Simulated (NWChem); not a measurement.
System: Hg

Results from NWChem. def2 effective core potentials on Hg; no spin-orbit coupling. Static field.

**Question.** Taking B3LYP/def2-TZVPD as the yardstick, which of these has the fewest basis functions while keeping “isotropic polarisability (bohr³)” within 2 % of it: B3LYP/def2-SVP; B3LYP/def2-TZVP; B3LYP/def2-SVPD?

**Answer.** B3LYP/def2-TZVP.
| level | basis functions | isotropic polarisability (bohr³) |
|---|---|---|
| B3LYP/def2-SVP | 32 | 33.7 |
| B3LYP/def2-SVPD | 35 | 33.8 |
| B3LYP/def2-TZVP | 43 | 34.5 |
| B3LYP/def2-TZVPD | 46 | 34.8 |

The yardstick is one finite set, not the basis-set limit.
